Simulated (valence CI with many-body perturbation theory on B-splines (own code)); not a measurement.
How close is CI+MBPT for K4+?

Calculated by configuration interaction combined with many-body perturbation theory (CI+MBPT): five valence electrons over a frozen Dirac-Fock core [Ne], radial functions for each j: 9 s, 9 p, 8 d, 6 f, 3 g, 1 h, with the one-electron correlation potential Σ1 (screened to all orders), the two-electron term Σ2, the three-electron term Σ3, Breit, model QED; selected single and double excitations, second order for the rest, scaled by the run's own slope (own B-spline code, finite nucleus).

Set against measurement, 25 paired levels are off by 352 cm⁻¹ on average, the worst by 1172. These come from a selection out of Sansonetti, J. Phys. Chem. Ref. Data 37, 7 (2008). Levels without a partner in it may be off by more. Among the levels kept, up to 980 cm⁻¹ of a level comes from second order outside the variational space, and about a tenth of that is noise between levels of different J, which matters for small intervals. 5 measured levels below the end of the list, from 206720 cm⁻¹ on, found no clear computed partner, and computed levels of the same name lie up to 6860 cm⁻¹ from them.

Measured levels: Sansonetti, J. Phys. Chem. Ref. Data 37, 7 (2008). Pairs share parity and J, and are chosen by configuration, term and nearness in energy; levels without a clear partner are left out. Energies in cm⁻¹ above the measured ground level. The last column is blank where CI alone has no clear partner.

Names give the largest LS component (configuration and term), which can be under half, so a name can repeat, a term be missing and a line seem to break the LS rules; names also repeat where a configuration has a term twice. Letters in brackets count levels of one name in rising energy.

```csv
Computed label,Label in the source,Measured,Computed,Difference,"CI alone, difference"
3s²3p³ ⁴S°_3/2,3s2 3p3 4S°,0,0.0,0,0
3s²3p³ ²D°_3/2,3s2 3p3 2D°,24012.5,24210.2,+198,+473
3s²3p³ ²D°_5/2,3s2 3p3 2D°,24249.6,24444.5,+195,+491
3s²3p³ ²P°_1/2,3s2 3p3 2P°,39758.1,40037.9,+280,+705
3s²3p³ ²P°_3/2,3s2 3p3 2P°,40080.2,40358.9,+279,+711
3s3p⁴ ⁴P_5/2,3s 3p4 4P,136636.5,136550.8,-86,-481
3s3p⁴ ⁴P_3/2,3s 3p4 4P,138037.5,137949.5,-88,-482
3s3p⁴ ⁴P_1/2,3s 3p4 4P,138804.1,138717.3,-87,-470
3s3p⁴ ²D_3/2,3s 3p4 2D,169579.5,169628.4,+49,+140
3s3p⁴ ²D_5/2,3s 3p4 2D,169705.8,169753.6,+48,+157
3s²3p²3d ²P_3/2 [a],3s2 3p2(3P) 3d 2P,194805.1,194822.5,+17,+604
3s²3p²3d ²P_1/2 [a],3s2 3p2(3P) 3d 2P,196331.2,196349.6,+18,+633
3s3p⁴ ²S_1/2,3s 3p4 2S,205799.9,206125.8,+326,+1112
3s²3p²3d ⁴D_5/2,3s2 3p2(3P) 3d 4D,222366,222140.4,-226,+358
3s²3p²3d ⁴D_3/2,3s2 3p2(3P) 3d 4D,222711,221539.4,-1172,-609
3s²3p²3d ²P_3/2 [b],3s 3p4 2P,259218,259625.7,+408,+3283
3s²3p²3d ²P_1/2 [b],3s 3p4 2P,260882,261255.6,+374,
3s²3p²3d ²D_5/2 [b],3s2 3p2(1D) 3d 2D,280585,280998.4,+413,+2955
3s²3p²3d ²D_3/2 [b],3s2 3p2(1D) 3d 2D,281035,281449.6,+415,+3020
3s²3p²3d ²P_3/2 [c],3s2 3p2(1D) 3d 2P,290236,291259.8,+1024,+3609
3s²3p²3d ²P_1/2 [c],3s2 3p2(1D) 3d 2P,290784,290396.6,-387,+2205
3s²3p²3d ²F_5/2 [b],3s2 3p2(1D) 3d 2F,292497,293201.9,+705,+3286
3s²3p²3d ²F_7/2 [b],3s2 3p2(1D) 3d 2F,292960,293429.7,+470,+3071
3s²3p²3d ²S_1/2,3s2 3p2(1D) 3d 2S,292987,293489.5,+503,+3039
3s²3p²3d ²D_5/2 [c],3s2 3p2 3d 2D,303850,304373.6,+524,+3165
3s²3p²3d ²D_3/2 [c],3s2 3p2 3d 2D,304476,304997.3,+521,+3141
```

Over 25 excited levels the mean absolute difference is 352 cm⁻¹, the median 326 and the largest 1172. For the 24 levels that pair on every rung the mean is CI alone 1592, + Σ1 1938, + Σ2 733, + Σ3 419, + Breit 362, + QED 352. The comparison draws on a selection of the measured levels: 26 of the 46 computed ones have a partner in it, and others may be off by more.

These 5 measured levels below the end of the computed list are not counted above. Beside each stands the unpaired computed level of its name, or else the nearest of its J and parity; the gap is either an error of the method or a doubtful assignment.

```json
{"Label in the source": "3s2 3p2(3P) 3d 4F", "J": "3/2", "Measured": "206720", "Unpaired level": "3s²3p²3d ⁴F_3/2", "Computed": "213502"}
{"Label in the source": "3s2 3p2(3P) 3d 4F", "J": "5/2", "Measured": "207165", "Unpaired level": "3s²3p²3d ⁴F_5/2", "Computed": "214025"}
{"Label in the source": "3s2 3p2(3P) 3d 4P", "J": "5/2", "Measured": "257865", "Unpaired level": "3s²3p²3d ⁴P_5/2", "Computed": "260517"}
{"Label in the source": "3s2 3p2(3P) 3d 4P", "J": "3/2", "Measured": "259276", "Unpaired level": "3s²3p²3d ⁴P_3/2", "Computed": "261340"}
{"Label in the source": "3s2 3p2(3P) 3d 4P", "J": "1/2", "Measured": "259726", "Unpaired level": "3s²3p²3d ⁴P_1/2", "Computed": "261848"}
```
